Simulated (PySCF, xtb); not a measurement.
C4H9O, SMILES C1CC[OH+]C1, charge +1.

GFN2-xTB (xtb) at its own geometry gives an orbital gap of 9.10 eV.

Geometry: B3LYP-D3(BJ)/def2-SVP. The isomer is the one that the SMILES or the coordinates give; other isomers of the formula were not compared. Other conformers were not sampled.

Problem. What does M06-2X/def2-TZVP run with PySCF give? (The exact figures need the calculation; the answer reports its results.)

Solution. gap 11.75 eV (levels -16.00 and -4.25 eV).
